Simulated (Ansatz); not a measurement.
Geometry optimisation of the cluster Mg5S4.

```yaml
crystal:
  periodic: [false, false, false]
  atoms:
    - {symbol: Mg, position_ang: [-0.303490, -2.743080, 1.653370]}
    - {symbol: Mg, position_ang: [-1.580370, 0.924100, 0.437320]}
    - {symbol: Mg, position_ang: [-0.328420, -0.503720, -1.776260]}
    - {symbol: Mg, position_ang: [1.140510, 1.767990, -0.502690]}
    - {symbol: Mg, position_ang: [1.306830, -0.800170, 1.223670]}
    - {symbol: S, position_ang: [0.376870, 1.371680, 1.774570]}
    - {symbol: S, position_ang: [1.981040, -0.444440, -1.077420]}
    - {symbol: S, position_ang: [-1.643550, -1.425670, -0.004970]}
    - {symbol: S, position_ang: [-0.949420, 1.853320, -1.727600]}
basis:
  gaussian: {orbitals: def2-SVP}
hamiltonian: {xc: {name: B3LYP}, dispersion: d4}
scf: {lower_state_search: "off"}
output: {orbitals: {seedname: orbitals}}
relax: {f_tol: 0.02, max_steps: 100}
```

```sh
$ ansatz run in.yaml --threads 4 --pin off --events-out ev --progress --plain --max-ram 4787MiB
```

Output, abridged:

```
Functional definition: B3LYP
mean field -70556.58719314 eV, -2592.9067543753 hartree, gradient 3.9e-6 eV, S^2 0.000000; 0 other end points of the search recorded, 0 dependent functions left out
relax step   1: F+E_penalty+E_count = -70557.65089660 eV  Δ(F+E_penalty+E_count) = +0.000e0 eV  max|allowed force component| = 6.636e-1 eV/Å  Δτ_max = 0.0000 Å  (17 SCF iters, accepted)
mean field -70556.78386507 eV, -2592.9139819356 hartree, gradient 1.8e-6 eV, S^2 0.000000; 0 other end points of the search recorded, 0 dependent functions left out
relax step   2: F+E_penalty+E_count = -70557.81121894 eV  Δ(F+E_penalty+E_count) = -1.603e-1 eV  max|allowed force component| = 3.244e-1 eV/Å  Δτ_max = 0.1590 Å  (23 SCF iters, accepted)
mean field -70556.83858830 eV, -2592.9159929772 hartree, gradient 1.8e-6 eV, S^2 0.000000; 0 other end points of the search recorded, 0 dependent functions left out
relax step   3: F+E_penalty+E_count = -70557.86604996 eV  Δ(F+E_penalty+E_count) = -5.483e-2 eV  max|allowed force component| = 7.152e-2 eV/Å  Δτ_max = 0.0947 Å  (26 SCF iters, accepted)
mean field -70556.86174897 eV, -2592.9168441159 hartree, gradient 1.2e-6 eV, S^2 0.000000; 0 other end points of the search recorded, 0 dependent functions left out
relax step   4: F+E_penalty+E_count = -70557.89121798 eV  Δ(F+E_penalty+E_count) = -2.517e-2 eV  max|allowed force component| = 7.035e-2 eV/Å  Δτ_max = 0.1893 Å  (25 SCF iters, accepted)
mean field -70556.86746958 eV, -2592.9170543447 hartree, gradient 1.9e-6 eV, S^2 0.000000; 0 other end points of the search recorded, 0 dependent functions left out
relax step   5: F+E_penalty+E_count = -70557.89355210 eV  Δ(F+E_penalty+E_count) = -2.334e-3 eV  max|allowed force component| = 2.858e-2 eV/Å  Δτ_max = 0.0394 Å  (26 SCF iters, accepted)
mean field -70556.86662835 eV, -2592.9170234299 hartree, gradient 1.9e-6 eV, S^2 0.000000; 0 other end points of the search recorded, 0 dependent functions left out
relax step   6: F+E_penalty+E_count = -70557.89413494 eV  Δ(F+E_penalty+E_count) = -5.828e-4 eV  max|allowed force component| = 1.966e-2 eV/Å  Δτ_max = 0.0337 Å  (26 SCF iters, accepted)
Total energy: -70557.89443673 eV, -2592.9547946912 hartree
Atom 0 at    -0.455478    -2.671184     1.496080 Å, force    -0.006696    -0.002932    -0.015946 eV/Å
Atom 1 at    -1.521688     0.846295     0.524236 Å, force    -0.004522    -0.008652    -0.006057 eV/Å
Atom 2 at    -0.276742    -0.589711    -1.699385 Å, force    -0.010296    -0.007822     0.000640 eV/Å
Atom 3 at     1.111391     1.785894    -0.533985 Å, force    -0.002882     0.003453     0.000094 eV/Å
Atom 4 at     1.500949    -0.699305     1.284539 Å, force    -0.000281    -0.005114     0.003633 eV/Å
Atom 5 at     0.464691     1.466022     1.802606 Å, force     0.014329     0.018402     0.000984 eV/Å
Atom 6 at     2.077461    -0.392097    -1.083032 Å, force     0.019663     0.006351     0.004996 eV/Å
Atom 7 at    -1.900349    -1.493763    -0.100985 Å, force    -0.010017    -0.007121     0.011542 eV/Å
Atom 8 at    -1.000235     1.747859    -1.690083 Å, force     0.000702     0.003435     0.000116 eV/Å
Dipole moment:     0.030996    -0.268565     0.197442 e Å
Checks for a lower state left out: stability, starts, cluster_reference, orbital_swaps, neighbouring_geometries, increment
```

Hardware: 4 threads of Arm Neoverse V2 on a shared host. Wall time 26 s.

The restricted singlet is unstable towards broken spin symmetry in Hartree–Fock (as tested in another run); at B3LYP-D4/def2-SVP this wasn't settled. The structure comes from a short search, and lower isomers may exist.
